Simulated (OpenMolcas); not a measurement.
Mo2+ (d4) among equal point charges was computed by CASSCF with the d shell active (OpenMolcas, ANO-RCC-VDZP on the metal). Its lowest spin-free states, and all those of the highest spin:

```tsv
2S+1	Degeneracy	E (cm-1)
5	2	0.0
5	3	8228
3	3	8446
3	2	15089
3	3	15511
1	3	16017
3	3	16101
1	2	16824
3	1	17618
3	1	17810
3	2	20624
1	1	20793
```

Q: Is the site octahedral, tetrahedral or cube-like, axial, or of lower symmetry?

A: The states with 2S+1 = 5 have orbital degeneracies 2, 3. Threefold states need a cubic site. For d4 at this spin an octahedron puts the twofold E below the threefold T2 and a tetrahedron or cube puts the threefold T2 below the twofold E, so the site is octahedral. The first gap at this spin, 8230 cm-1, is |10Dq| in ligand-field theory. The run had Mo2+ among 6 point charges of -1 e arranged as an octahedron (Oh), 2.07 Å from the ion.

An orbital doublet at a regular site is open to a Jahn-Teller distortion, which this geometry leaves out. Without dynamic correlation the repulsion within the d shell is too large (B by tens of per cent), so at a given field states of lower spin stand too high. This shell can be high or low spin here, a state of another spin lies low, and with metal d orbitals alone active their balance is uncertain, so the ground spin may be wrong. Point charges give a weaker field than real ligands, and real ions of this kind are as a rule low spin; the high spin found here belongs to the model. Point charges carry no covalency, so the field is a model and not that of real ligands. No measured value stands beside these numbers.
